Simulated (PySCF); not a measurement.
## Where the electron goes

Compound: Si3F8.
Geometry (PBE0-D3(BJ)/def2-SVP, Å), atoms numbered from 1 in this order:
```
atom  x, y, z in Å
Si1    1.6581    0.2958   -1.0850
F2     2.5583    1.4111   -0.3716
F3     0.7375    1.0237   -2.1782
F4     2.6322   -0.7262   -1.8378
Si5    0.2545   -0.7715    0.4461
F6     1.0171   -0.8560    1.8669
F7    -0.0088   -2.2719   -0.0906
Si8   -1.8166    0.2533    0.7733
F9    -1.5897    1.7750    1.2221
F10   -2.6387    0.2556   -0.6013
F11   -2.7059   -0.4742    1.8871
```

Level of theory: PySCF, TDDFT PBE0/def2-SVPD, vertical, gas phase, core orbitals frozen in the response.

Kohn–Sham orbitals with the atoms that hold most of them (Löwdin shares over 4%, at most four atoms; ? is withheld):

```json
{"orbital": "HOMO-3", "ε (eV)": "-12.89", "atoms": "F2 34%, F4 33%, F3 32%"}
{"orbital": "HOMO-2", "ε (eV)": "-12.89", "atoms": "F10 34%, F11 33%, F9 32%"}
{"orbital": "HOMO-1", "ε (eV)": "-11.87", "atoms": "?"}
{"orbital": "HOMO", "ε (eV)": "-9.78", "atoms": "?"}
{"orbital": "LUMO", "ε (eV)": "?", "atoms": "Si5 37%, Si1 16%, Si8 16%, F4 5%"}
{"orbital": "LUMO+1", "ε (eV)": "-2.10", "atoms": "Si5 34%, Si1 16%, Si8 14%, F7 8%"}
{"orbital": "LUMO+2", "ε (eV)": "-0.44", "atoms": "Si1 23%, Si8 22%, Si5 11%, F3 7%"}
```

Q: Which atoms hold the HOMO, and with what shares?

A: Si5 (bonded to 2 F and 2 Si) 26%; Si1 (bonded to 3 F and Si) 15%; Si8 (bonded to 3 F and Si) 15%; F7 (bonded to Si) 8%. By element: silicon 56%, fluorine 8% or more.

Q: Which atoms hold the HOMO-1, and with what shares?

A: Si5 (bonded to 2 F and 2 Si) 22%; F7 (bonded to Si) 14%; F6 (bonded to Si) 14%; Si1 (bonded to 3 F and Si) 10%. By element: silicon 32% or more, fluorine 27% or more.

Q: What is the LUMO energy, and the HOMO–LUMO gap?

A: ε(LUMO) = -2.28 eV; the gap is 7.50 eV (0.2756 hartree).

Within 0.005 eV of a neighbour in this list lie HOMO-3/HOMO-2 (point group found: C1); within a degenerate set the shares of single atoms can hang on how the components are chosen.

Q: How does S1 compare with the orbital gap of 7.50 eV?

A: S1 is at 6.27 eV (f = 0.024), 1.23 eV below the gap, made of HOMO→LUMO+1 (56%), HOMO→LUMO (43%). Its leading pair isn't HOMO and LUMO; the energies of that pair differ by 7.68 eV. 

Q: One configuration dominates each of S4 and S5. Which, and how do the shares of the two leading atoms of either orbital change from the occupied to the empty one?

A: 
- S4 (8.45 eV, f 0.031), HOMO-1→LUMO (92%): Si5 22% → 37%, F7 14% → at most 6%, Si1 10% → 16%
- S5 (8.57 eV, f 0.026), HOMO-1→LUMO+1 (78%): Si5 22% → 34%, F7 14% → 8%, Si1 10% → 16%
